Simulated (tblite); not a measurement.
Compound: C5H13FSeSi.
SMILES with atom numbers: `[CH3:1][CH2:2][CH2:3][CH2:4][C@H:5]([F:6])[Se:7][SiH3:8]` (hydrogens: H9, H10, H11 on C1; H12, H13 on C2; H14, H15 on C3; H16, H17 on C4; H18 on C5; H19, H20, H21 on Si8)

Computed with GFN2-xTB (tblite), gas phase: L-BFGS steps from a force-field or distance-geometry start until the largest atomic force falls under 0.01 eV/Å.

Step 5: E = -734.8939 eV
```
atom  x, y, z in Å  |  force x, y, z in eV/Å
C1      3.6027   -0.4466    0.5703    0.061  -0.074   0.028
C2      2.4396    0.5234    0.4418    0.081   0.066   0.092
C3      1.1223   -0.2034    0.2208   -0.113  -0.022  -0.024
C4     -0.0388    0.7774    0.0947   -0.054   0.055   0.071
C5     -1.3561    0.0645   -0.1006   -0.034  -0.028  -0.051
F6     -1.3628   -0.6497   -1.2682    0.027   0.005   0.002
Se7    -2.8731    1.3454   -0.1647   -0.070  -0.052   0.047
Si8    -4.4618   -0.2960   -0.1980   -0.101  -0.037  -0.035
H9      3.7024   -1.0465   -0.3305    0.001  -0.016  -0.027
H10     3.4474   -1.1183    1.4121    0.011  -0.003   0.001
H11     4.5327    0.0925    0.7279    0.030   0.006   0.008
H12     2.6234    1.2012   -0.3907    0.007   0.057  -0.076
H13     2.3718    1.1267    1.3502   -0.014   0.011   0.002
H14     0.9313   -0.8803    1.0558    0.010  -0.030   0.045
H15     1.1801   -0.8038   -0.6872    0.025  -0.041  -0.056
H16    -0.1235    1.3825    1.0010    0.019   0.026   0.001
H17     0.1224    1.4498   -0.7485    0.036   0.035  -0.067
H18    -1.5617   -0.6541    0.7010   -0.007  -0.028   0.044
H19    -4.2943   -1.0996    1.0115    0.052  -0.004   0.038
H20    -5.7570    0.3609   -0.2141   -0.001   0.112   0.007
H21    -4.2560   -1.1089   -1.3871    0.034  -0.039  -0.050
```

Step 6: E = -734.8975 eV
```
atom  x, y, z in Å  |  force x, y, z in eV/Å
C1      3.6045   -0.4467    0.5708    0.055  -0.074   0.020
C2      2.4404    0.5242    0.4417    0.089   0.035   0.082
C3      1.1231   -0.2044    0.2204   -0.132   0.018  -0.022
C4     -0.0381    0.7788    0.0949   -0.093   0.053   0.055
C5     -1.3584    0.0675   -0.0996    0.016  -0.088  -0.055
F6     -1.3597   -0.6509   -1.2653    0.003   0.032  -0.022
Se7    -2.8836    1.3391   -0.1606   -0.002  -0.015   0.031
Si8    -4.4697   -0.3020   -0.2000   -0.095  -0.021  -0.036
H9      3.7022   -1.0478   -0.3308    0.008   0.010   0.000
H10     3.4492   -1.1202    1.4124    0.009   0.025  -0.019
H11     4.5362    0.0916    0.7290   -0.007  -0.011  -0.004
H12     2.6231    1.2029   -0.3911    0.011   0.036  -0.062
H13     2.3711    1.1280    1.3495   -0.010   0.007   0.007
H14     0.9317   -0.8806    1.0562    0.013  -0.027   0.035
H15     1.1812   -0.8049   -0.6883    0.019  -0.025  -0.034
H16    -0.1241    1.3849    1.0010    0.036   0.018  -0.013
H17     0.1239    1.4503   -0.7502    0.027   0.016  -0.035
H18    -1.5621   -0.6560    0.6984   -0.004  -0.002   0.071
H19    -4.2889   -1.0979    1.0132    0.021  -0.015   0.021
H20    -5.7586    0.3724   -0.2134    0.033   0.058   0.002
H21    -4.2521   -1.1114   -1.3910    0.003  -0.029  -0.022
```

**Question.** Estimate the geometry and energy of step 7. (The exact step hangs on the optimiser's Hessian estimate; all steps are aligned on step 6, rigid shifts and turns removed.)

**Answer.** E = -734.8993 eV, largest force 0.093 eV/Å
```
atom  x, y, z in Å  |  force x, y, z in eV/Å
C1      3.6063   -0.4477    0.5713    0.021  -0.034   0.005
C2      2.4419    0.5250    0.4423    0.042   0.004   0.034
C3      1.1219   -0.2046    0.2200   -0.074   0.034  -0.007
C4     -0.0393    0.7806    0.0954   -0.069   0.026   0.017
C5     -1.3596    0.0677   -0.0996    0.028  -0.084  -0.028
F6     -1.3579   -0.6511   -1.2644   -0.009   0.033  -0.039
Se7    -2.8895    1.3353   -0.1577    0.027  -0.006   0.020
Si8    -4.4756   -0.3057   -0.2017   -0.062  -0.018  -0.023
H9      3.7022   -1.0484   -0.3311    0.013   0.017   0.011
H10     3.4503   -1.1211    1.4126    0.009   0.024  -0.016
H11     4.5381    0.0909    0.7296   -0.015  -0.021  -0.009
H12     2.6232    1.2044   -0.3922    0.013   0.003  -0.022
H13     2.3706    1.1290    1.3497    0.000   0.002   0.006
H14     0.9321   -0.8812    1.0570    0.011  -0.008   0.007
H15     1.1820   -0.8059   -0.6894    0.006   0.002   0.001
H16    -0.1238    1.3868    1.0012    0.032   0.018  -0.014
H17     0.1251    1.4508   -0.7517    0.009  -0.001  -0.003
H18    -1.5624   -0.6570    0.6983    0.001   0.011   0.066
H19    -4.2856   -1.0972    1.0145   -0.002  -0.014  -0.002
H20    -5.7591    0.3800   -0.2130    0.035   0.032  -0.001
H21    -4.2499   -1.1134   -1.3936   -0.017  -0.021  -0.003
```

The energy changes by -0.0018 eV. The first-order estimate −F·Δx gives -0.0026 eV and the mean of the old and new forces, exact on a quadratic surface, -0.0018 eV. The step makes an angle of 60° with the force vector and moves no atom by more than 0.008 Å.

The cost below is that of the whole relaxation. Time: 1.3 s. Hardware: an Arm Neoverse N1 with one thread, no GPU (shared host).
